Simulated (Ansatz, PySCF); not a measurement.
MgCl, SMILES [Mg+][Cl], charge +1. Atoms are numbered in the order given.

```xyz
2

Mg     0.0000     0.0000    -1.2320
Cl     0.0000     0.0000     0.8760
```
Charge +1, spin multiplicity 1.

Geometry: PBE0-D3(BJ)/def2-TZVPD. The multiplicity is an assumed one; other spin states were not compared.

Two levels are set side by side: PBE-D3(BJ)/def2-TZVPD (Ansatz, a first-principles code) and PBE0-D3(BJ)/def2-TZVPD (Ansatz). Each level has its own optimised geometry; the coordinates shown are those of the second. Frequencies come from the Hessian of PySCF at each geometry. Differences are taken from unrounded values.

```json
[
 {"quantity": "bond Mg1–Cl2 (Å)", "PBE0-D3(BJ)": "2.108", "PBE-D3(BJ)": "2.124", "PBE-D3(BJ) minus PBE0-D3(BJ)": "0.016"},
 {"quantity": "highest harmonic wavenumber (cm⁻¹)", "PBE0-D3(BJ)": "554", "PBE-D3(BJ)": "532", "PBE-D3(BJ) minus PBE0-D3(BJ)": "-23"},
 {"quantity": "mean harmonic wavenumber (cm⁻¹)", "PBE0-D3(BJ)": "554", "PBE-D3(BJ)": "532", "PBE-D3(BJ) minus PBE0-D3(BJ)": "-23"},
 {"quantity": "zero-point energy (kcal/mol)", "PBE0-D3(BJ)": "0.79", "PBE-D3(BJ)": "0.76", "PBE-D3(BJ) minus PBE0-D3(BJ)": "-0.03"}
]
```
